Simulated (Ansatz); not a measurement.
Geometry optimisation, RKS B3LYP-D4/def2-SVP in Ansatz 0.2.0.

Input file:

```yaml
crystal:
  periodic: [false, false, false]
  atoms:
    - { symbol: B, position_ang: [-1.089, 0.2541, 0.1907] }
    - { symbol: C, position_ang: [0.5889, -0.5146, 0.3664] }
    - { symbol: C, position_ang: [1.5643, -0.216, -0.7725] }
    - { symbol: O, position_ang: [-1.5417, 0.1092, -1.1071] }
    - { symbol: O, position_ang: [-1.9513, 0.072, 1.263] }
    - { symbol: H, position_ang: [0.0738, 0.794, 0.3445] }
    - { symbol: H, position_ang: [-0.4494, 1.6272, 0.319] }
    - { symbol: H, position_ang: [1.0538, -0.3456, 1.3444] }
    - { symbol: H, position_ang: [0.3521, -1.5818, 0.327] }
    - { symbol: H, position_ang: [1.0686, -0.3845, -1.7242] }
    - { symbol: H, position_ang: [1.9071, 0.8182, -0.7512] }
    - { symbol: H, position_ang: [2.4415, -0.8597, -0.7194] }
    - { symbol: H, position_ang: [-2.4744, 0.284, -1.1967] }
    - { symbol: H, position_ang: [-1.5444, -0.0564, 2.116] }
basis:
  gaussian: { orbitals: def2-SVP }
hamiltonian:
  xc: b3lyp
  dispersion: d4
relax:
  f_tol: 0.15
  max_steps: 25
  restrain:
    - { distance: [0, 6], at: 2.45, k: 30.0 }
    - { distance: [5, 1], at: 2.37, k: 30.0 }
    - { distance: [0, 1], at: 1.6, k: 30.0 }
    - { distance: [5, 6], at: 0.62, k: 30.0 }
```

Launched with:

```bash
$ ansatz run input.yaml --threads 2 --pin off --max-ram 3072MiB --backend cpu --events-out ev --progress --plain --runs-dir out
```

**Question.** Where does it end, and by what steps?

**Answer.** It converged. The restraints hold the end off the free minimum. After 9 steps the energy has fallen by 2.247 eV (the restraints' own energy left out); H6 moved furthest, 0.99 Å. Parted: B1–H6. Joined: H6–H7.

| step | energy less start (eV) | largest force component (eV/Å) | accepted |
| --- | --- | --- | --- |
| 0 | 0.0000 | 1.428 | yes |
| 1 | -0.5295 | 2.706 | yes |
| 2 | -0.9873 | 5.141 | yes |
| 3 | -1.4151 | 4.260 | yes |
| 4 | -1.9586 | 3.486 | yes |
| 5 | -2.2473 | 0.694 | yes |
| 6 | -2.1971 | 1.866 | yes |
| 7 | -2.2715 | 1.326 | yes |
| 8 | -2.2271 | 1.926 | yes |
| 9 | -2.2474 | 1.968 | yes |

```xyz
14
Properties=species:S:1:pos:R:3
B -1.018 -0.170 0.125
C 0.490 -0.634 0.336
C 1.446 -0.330 -0.822
O -1.458 0.105 -1.136
O -1.942 -0.112 1.138
H 0.310 1.728 0.572
H -0.263 2.131 0.540
H 0.885 -0.235 1.290
H 0.452 -1.732 0.490
H 1.073 -0.769 -1.760
H 1.545 0.753 -0.994
H 2.456 -0.732 -0.639
H -2.400 0.323 -1.145
H -1.576 -0.325 2.004
```

Whether the end is a true minimum wasn't checked by a vibrational analysis.

Time of the run: 34 s on 2 threads of Arm Neoverse V1 (shared host), peak memory 0.25 GiB.
